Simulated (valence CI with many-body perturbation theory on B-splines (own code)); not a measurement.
Ni4+: E2, M1 decay

Computed by valence CI with perturbative core correlation (CI+MBPT): six valence electrons over a frozen Dirac-Fock core [Ar], a basis of 7 s, 7 p, 8 d, 6 f, 4 g, 1 h functions for each j, with the one-electron correlation potential Σ1 (screened to all orders), the two-electron term Σ2, the three-electron term Σ3, Breit, model QED; selected single and double excitations, second order for the rest, scaled by the run's own slope (own B-spline code, finite nucleus).

Set against measurement, 30 paired levels are off by 540 cm⁻¹ on average, the worst by 1815. Among the levels kept, up to 800 cm⁻¹ of a level comes from second order outside the variational space, and about a tenth of that is noise between levels of different J, which matters for small intervals. Only levels of the ground parity were solved; by the run's estimate the other parity begins above the list, which can be wrong where configurations are misplaced.

Lines 51 to 100 of 115 in falling wavelength, among levels below 8.637 eV, chosen from the decays that carry over 1 % of a level's rate. Wavelengths and rates use the calculated energies, so an error of 500 cm⁻¹ moves a line at 3857 Å by 1.9 % and its rate by three times that or more. Electric multipoles are in the length gauge, E1 and E2 with the static RPA response of the core. S is in atomic units (e²a₀⁴ for E2 and M2, e²a₀⁶ for E3), for M1 in squared Bohr magnetons. Weak lines are less certain than strong ones. Lines between different terms over intervals too small for the method are left out, as are lines whose strength nearly cancels and 5 of this kind that miss the measured wavelength by over 7 %. The highest levels of a list are the least certain.

Letters in brackets count levels of one name in rising energy.

```
λ vac (Å)  λ from measured levels         Upper         Lower  Type   A (s⁻¹)  S (a.u.)
     3857                    3689      3d⁶ ³H_6      3d⁶ ⁵D_4    E2  1.00e-05  9.94e-05
     3791                    3626      3d⁶ ³H_5      3d⁶ ⁵D_4    M1  1.08e-04  2.39e-06
     3785                    3732  3d⁶ ³F_4 [b]      3d⁶ ³D_3    M1  4.57e-01  8.26e-03
     3768                    3713  3d⁶ ³F_2 [b]      3d⁶ ³D_1    M1  4.21e-01  4.17e-03
     3758                    3703  3d⁶ ³F_2 [b]      3d⁶ ³D_2    M1  7.96e-01  7.83e-03
     3750                    3590      3d⁶ ³H_4      3d⁶ ⁵D_4    M1  4.51e-02  7.94e-04
     3723                    3754  3d⁶ ³P_1 [a]      3d⁶ ⁵D_0    M1  4.89e-01  2.80e-03
     3643                    3675  3d⁶ ³P_1 [a]      3d⁶ ⁵D_2    M1  2.60e+00  1.40e-02
     3609                    3568  3d⁶ ³F_2 [a]      3d⁶ ⁵D_1    M1  2.07e-01  1.81e-03
     3605                    3561  3d⁶ ³F_3 [a]      3d⁶ ⁵D_2    M1  3.69e-01  4.49e-03
     3590                    3542  3d⁶ ³F_4 [a]      3d⁶ ⁵D_3    M1  3.69e-01  5.70e-03
     3569                    3601  3d⁶ ³P_0 [a]      3d⁶ ⁵D_1    M1  3.34e+00  5.63e-03
     3560                    3520  3d⁶ ³F_2 [a]      3d⁶ ⁵D_2    M1  4.37e-01  3.65e-03
     3529                    3487  3d⁶ ³F_3 [a]      3d⁶ ⁵D_3    M1  1.09e+00  1.25e-02
     3515                    3472      3d⁶ ¹F_3  3d⁶ ³F_4 [a]    M1  3.83e-02  4.31e-04
     3485                    3447  3d⁶ ³F_2 [a]      3d⁶ ⁵D_3    M1  1.27e-01  9.94e-04
     3482                    3434  3d⁶ ³F_4 [a]      3d⁶ ⁵D_4    M1  2.04e+00  2.87e-02
     3425                    3382  3d⁶ ³F_3 [a]      3d⁶ ⁵D_4    M1  2.04e-01  2.12e-03
     3278                    3326      3d⁶ ¹F_3      3d⁶ ³H_4    M1  2.57e-02  2.35e-04
     3119                    3037      3d⁶ ³G_3      3d⁶ ⁵D_2    M1  1.52e-02  1.20e-04
     3095                    3015      3d⁶ ³G_4      3d⁶ ⁵D_3    M1  2.30e-02  2.27e-04
     3062                    2983      3d⁶ ³G_3      3d⁶ ⁵D_3    M1  3.91e-02  2.91e-04
     3015                    2936      3d⁶ ³G_4      3d⁶ ⁵D_4    M1  9.00e-02  8.22e-04
     2984                    2906      3d⁶ ³G_3      3d⁶ ⁵D_4    M1  6.23e-03  4.29e-05
     2910                    2923  3d⁶ ³F_2 [b]      3d⁶ ³G_3    E2  1.19e+00  1.11e+00
     2910                    2923  3d⁶ ³F_2 [b]      3d⁶ ³G_3    M1  3.75e-01  1.71e-03
     2876                    2885  3d⁶ ³F_4 [b]      3d⁶ ³G_4    M1  3.88e-01  3.08e-03
     2813                    2820  3d⁶ ³F_4 [b]      3d⁶ ³G_5    E2  1.24e+00  1.76e+00
     2813                    2820  3d⁶ ³F_4 [b]      3d⁶ ³G_5    M1  6.54e-01  4.86e-03
     2705                    2715  3d⁶ ³P_0 [b]  3d⁶ ³F_2 [a]    E2  2.05e-01  2.65e-02
     2659                    2629  3d⁶ ³P_0 [b]  3d⁶ ³P_1 [a]    M1  2.24e-01  1.56e-04
     2652                    2656  3d⁶ ³P_1 [b]  3d⁶ ³F_2 [a]    E2  8.65e-02  3.04e-02
     2631                    2565  3d⁶ ³F_2 [b]  3d⁶ ³P_0 [a]    E2  1.29e-01  7.26e-02
     2627                    2633  3d⁶ ³P_1 [b]  3d⁶ ³F_3 [a]    E2  1.42e-01  4.75e-02
     2609                    2582  3d⁶ ³F_2 [b]  3d⁶ ³F_2 [a]    E2  8.99e-01  4.85e-01
     2608                    2574  3d⁶ ³P_1 [b]  3d⁶ ³P_1 [a]    E2  4.50e-01  1.45e-01
     2585                    2560  3d⁶ ³F_2 [b]  3d⁶ ³F_3 [a]    M1  4.60e-01  1.47e-03
     2585                    2560  3d⁶ ³F_2 [b]  3d⁶ ³F_3 [a]    E2  1.38e-01  7.11e-02
     2581                    2554  3d⁶ ³F_4 [b]  3d⁶ ³F_3 [a]    M1  2.60e-01  1.49e-03
     2581                    2554  3d⁶ ³F_4 [b]  3d⁶ ³F_3 [a]    E2  2.50e-01  2.30e-01
     2566                    2504  3d⁶ ³F_2 [b]  3d⁶ ³P_1 [a]    E2  1.22e-01  6.06e-02
     2554                    2531  3d⁶ ³F_2 [b]  3d⁶ ³F_4 [a]    E2  9.61e-02  4.66e-02
     2550                    2526  3d⁶ ³F_4 [b]  3d⁶ ³F_4 [a]    E2  1.32e+00  1.14e+00
     2545                    2522      3d⁶ ³D_1      3d⁶ ⁵D_0    M1  5.30e-01  9.72e-04
     2537                    2515      3d⁶ ³D_2      3d⁶ ⁵D_1    M1  3.83e-01  1.16e-03
     2532                    2511      3d⁶ ³D_1      3d⁶ ⁵D_1    M1  6.41e-01  1.16e-03
     2512                    2491      3d⁶ ³D_2      3d⁶ ⁵D_2    M1  4.85e-01  1.43e-03
     2496                    2473      3d⁶ ³D_3      3d⁶ ⁵D_2    M1  1.96e-01  7.90e-04
     2495                    2464  3d⁶ ³P_0 [b]  3d⁶ ³P_2 [a]    E2  2.14e+00  1.84e-01
     2475                    2455      3d⁶ ³D_2      3d⁶ ⁵D_3    M1  1.04e-01  2.93e-04
```
